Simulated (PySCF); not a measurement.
**CsBe: input and log**

State: ²Σ⁺ (doublet), unpaired electrons σ ↑.

An equivalent input (the run itself took its basis sets from the Basis Set Exchange, started from a PBE0 density and held the occupation σ 5α 4β, πx 1α 1β, πy 1α 1β):

```python
from pyscf import gto, dft
mol = gto.M(atom='Cs 0 0 0; Be 0 0 3.768', basis={'Cs': 'def2-TZVP', 'Be': 'def2-TZVP'}, ecp={'Cs': 'def2-TZVP'},
            charge=0, spin=1, verbose=4, symmetry='C2v')
mf = dft.UKS(mol, xc='BHANDHLYP')
mf.grids.atom_grid = (80, 434)
mf.grids.prune = dft.gen_grid.treutler_prune
mf.irrep_nelec = {'A1': (5, 4), 'B1': (1, 1), 'B2': (1, 1)}
mf.conv_tol = 1e-9
mf.max_cycle = 60
mf.diis_space = 10
mf.kernel()
```

The log (some set-up lines and the per-cycle HOMO/LUMO lines removed):

```
******** <class 'pyscf.dft.uks_symm.SymAdaptedUKS'> ********
method = SymAdaptedUKS
damping factor = 0
level_shift factor = 0
DIIS = <class 'pyscf.scf.diis.CDIIS'>
diis_start_cycle = 1
diis_space = 10
diis_damp = 0
SCF conv_tol = 1e-09
SCF conv_tol_grad = None
SCF max_cycles = 60
number electrons alpha = 7  beta = 6
Set gradient conv threshold to 3.16228e-05
init E= -34.7488453444782
cycle= 1 E= -34.7493563794044  delta_E= -0.000511  |g|= 0.0048  |ddm|= 0.14
cycle= 2 E= -34.7494523563667  delta_E= -9.6e-05  |g|= 0.00227  |ddm|= 0.0355
cycle= 3 E= -34.7494910166506  delta_E= -3.87e-05  |g|= 0.00181  |ddm|= 0.0212
cycle= 4 E= -34.7495135508633  delta_E= -2.25e-05  |g|= 0.000536  |ddm|= 0.0197
cycle= 5 E= -34.7495176716585  delta_E= -4.12e-06  |g|= 0.000195  |ddm|= 0.0109
cycle= 6 E= -34.7495179776669  delta_E= -3.06e-07  |g|= 7.76e-05  |ddm|= 0.00305
cycle= 7 E= -34.7495180330496  delta_E= -5.54e-08  |g|= 4.47e-05  |ddm|= 0.000681
cycle= 8 E= -34.7495180576934  delta_E= -2.46e-08  |g|= 1.27e-05  |ddm|= 0.00063
cycle= 9 E= -34.7495180590009  delta_E= -1.31e-09  |g|= 2.29e-06  |ddm|= 0.000195
cycle= 10 E= -34.7495180590409  delta_E= -4e-11  |g|= 3.67e-07  |ddm|= 6.48e-05
Extra cycle  E= -34.7495180590414  delta_E= -5.04e-13  |g|= 1.51e-07  |ddm|= 4.73e-06
converged SCF energy = -34.7495180590414  <S^2> = 0.76904613  2S+1 = 2.0189563
```

Repeating this along the bond gives Re = 3.935 Å and ωe = 105 cm⁻¹.

A point of this curve took 0.47 CPU seconds beside 0.06 for the integrals, on Intel Xeon Platinum 8488C (shared host).

Spin–orbit coupling is left out. The state is the lowest determinant that a PBE0 search found; another state may lie lower at other levels.
